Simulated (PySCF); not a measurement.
## Multinuclear NMR of TMS-CHClF

Cartesian coordinates in Å; atom numbers follow the order of the lines, from 1:
```xyz
17

C    -0.859   -0.617   -1.546
Si    0.067   -0.059   -0.028
C     1.569    0.964   -0.453
C     0.515   -1.502    1.072
C    -1.112    1.054    0.994
F    -2.220    0.345    1.395
Cl   -1.650    2.454    0.023
H    -1.776   -1.144   -1.270
H    -1.133    0.236   -2.171
H    -0.245   -1.296   -2.143
H     2.115    1.266    0.444
H     2.256    0.392   -1.083
H     1.284    1.867   -0.998
H    -0.376   -2.061    1.368
H     1.186   -2.189    0.549
H     1.024   -1.168    1.979
H    -0.659    1.484    1.891
```

- PBE0-D3(BJ)/def2-TZVP geometry
- B97-2/pcSseg-2 with gauge-including orbitals
- code: PySCF
- one conformer, non-relativistic, no solvent model, one averaged value for each set of equivalent atoms

**Question.** Where does ¹⁹F resonate?

**Answer.** 
| atoms | environment | σ (ppm) | δ (ppm) |
| --- | --- | --- | --- |
| F6 | fluorine on an sp3 carbon | 363.0 | -171.6 |

Shieldings were converted by a linear fit to measured shifts: ¹⁹F: δ = 163.32 − 0.949σ +9.6 on sp3 carbon (rms 4.2 ppm, 161 shifts, 5.7 ppm with the 8 outliers that the fit left out vs CFCl3, solution or neat liquid). A few per cent of atoms miss by over 2 rms, more outside the fitted compound classes.

On a 600 MHz spectrometer ¹⁹F resonates near 564.6 MHz, so 1 ppm is 564.6 Hz.

**Question.** What are the ²⁹Si shifts?

**Answer.** 
```tsv
atoms	environment	σ (ppm)	δ (ppm)
Si2	silicon bonded to 4 C	344.6	-5.1
```

Shieldings were converted by a linear fit to measured shifts: ²⁹Si: δ = 302.65 − 0.893σ (rms 6.0 ppm, 44 shifts, 28.9 ppm with the 5 outliers that the fit left out vs TMS, solution or neat liquid). A few per cent of atoms miss by over 2 rms, more outside the fitted compound classes.

On a 400 MHz spectrometer ²⁹Si resonates near 79.5 MHz, so 1 ppm is 79.5 Hz.
